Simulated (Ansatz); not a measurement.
Calculated with Ansatz (gas phase, PBE0-D4/def2-TZVP geometries, no zero-point term in ΔE). CCSD(T)/CBS is the MP2 limit (def2-TZVPP, def2-QZVPP) plus CCSD(T) − MP2 in def2-TZVPP, frozen cores. This one scheme is used for every species. DFT in def2-TZVPP. One conformer a species, not always the lowest.

Reaction (ligand exchange at the Si–O bond): `N[Si@@H](F)O[Si@@H](N)F` + `N[SiH](O)S` → `N[Si@H](F)S[Si@@H](N)O` + `N[SiH](O)F`

```
             level  ΔE (kJ/mol)
           PBE0-D4         36.9
           ωB97M-V         49.6
     HF/def2-TZVPP         88.9
    MP2/def2-TZVPP         46.7
CCSD(T)/def2-TZVPP         52.5
      HF/CBS(def2)         92.5
     MP2/CBS(def2)         44.7
    CCSD/CBS(def2)         58.2
```

Task: What does CCSD(T)/CBS give? (An estimate is asked.)

Result: Computed: +50.5 kJ/mol. The listed levels differ from it by -13.6, -0.9, 38.4, -3.8, 2.0, 42.0, -5.8, 7.7 kJ/mol.

Largest T1 diagnostic among the species: 0.012.

In def2-TZVPP, CCSD(T) changes the Hartree–Fock value by −36.3 kJ/mol (the triples alone add −7.7 kJ/mol) and MP2 by −42.1 kJ/mol. The D4 term adds −9.5 kJ/mol with B3LYP and −5.0 kJ/mol with PBE0; it sums over pairs of atoms, weighted by their polarisabilities, and B3LYP, whose exchange is more repulsive, gets the larger term. From PBE to PBE0 (25 % exact exchange), in def2-TZVPP and without D4, ΔE moves by +8.2 kJ/mol.

B3LYP here is the variant with VWN-RPA as its local correlation; programs differ in this.
